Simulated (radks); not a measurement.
Results of a calculation; reference values are marked as such.
The iodine anion I- inside a hard spherical wall (all orbitals vanish at R), configuration held at [Xe] and not refilled when levels cross. Level of theory: scalar-relativistic Kohn-Sham, LDA (Slater exchange, Perdew-Wang correlation), spin-polarised, spherical densities, finite nucleus; Fermi nuclear charge, rms radius 4.75 fm (a radial shooting solver on a logarithmic mesh with Libxc functionals). Eigenvalues in eV for spin up, with the zero of energy where the potential of the charges vanishes at infinity; a dash marks a level that is unbound or too diffuse for the functional's potential to be trusted. A positive occupied level is held by the wall or, in an anion where self-interaction has pushed it up, behind a barrier. The pressure on the wall is -dE/dV.

[
 {"R (bohr)": "20", "E (hartree)": "-7110.51138", "kinetic (hartree)": "7461.124", "e(4p)": "-119.47", "e(4d)": "-42.472", "e(5s)": "-10.136", "e(5p)": "-0.206", "e(6s, empty)": "2.383", "e(5d, empty)": "2.973", "pressure (GPa)": "< 0.0001"},
 {"R (bohr)": "12", "E (hartree)": "-7110.51115", "kinetic (hartree)": "7461.126", "e(4p)": "-119.43", "e(4d)": "-42.440", "e(5s)": "-10.106", "e(5p)": "-0.179", "e(6s, empty)": "3.569", "e(5d, empty)": "5.224", "pressure (GPa)": "0.00311"},
 {"R (bohr)": "10", "E (hartree)": "-7110.51009", "kinetic (hartree)": "7461.134", "e(4p)": "-119.34", "e(4d)": "-42.348", "e(5s)": "-10.024", "e(5p)": "-0.103", "e(6s, empty)": "4.337", "e(5d, empty)": "6.324", "pressure (GPa)": "0.0269"},
 {"R (bohr)": "4", "E (hartree)": "-7109.73376", "kinetic (hartree)": "7464.627", "e(4p)": "-108.52", "e(4d)": "-31.750", "e(5s)": "-1.495", "e(5p)": "9.403", "e(6s, empty)": "36.234", "e(5d, empty)": "25.110", "pressure (GPa)": "156"},
 {"R (bohr)": "3.5", "E (hartree)": "-7108.92529", "kinetic (hartree)": "7467.775", "e(4p)": "-102.73", "e(4d)": "-26.169", "e(5s)": "3.580", "e(5p)": "15.551", "e(6s, empty)": "54.826", "e(5d, empty)": "34.442", "pressure (GPa)": "448"},
 {"R (bohr)": "3", "E (hartree)": "-7107.07646", "kinetic (hartree)": "7474.491", "e(4p)": "-93.504", "e(4d)": "-17.363", "e(5s)": "13.029", "e(5p)": "27.068", "e(6s, empty)": "88.294", "e(5d, empty)": "51.059", "pressure (GPa)": "1450"},
 {"R (bohr)": "2", "E (hartree)": "-7088.30798", "kinetic (hartree)": "7537.409", "e(4p)": "-46.887", "e(4d)": "28.220", "e(5s)": "85.529", "e(5p)": "111.98", "e(6s, empty)": "300.89", "e(5d, empty)": "157.95", "pressure (GPa)": "28600"},
 {"R (bohr)": "1.5", "E (hartree)": "-7034.82027", "kinetic (hartree)": "7698.915", "e(4p)": "27.025", "e(4d)": "107.89", "e(5s)": "258.71", "e(5p)": "300.34", "e(6s, empty)": "697.83", "e(5d, empty)": "362.16", "pressure (GPa)": "216000"}
]
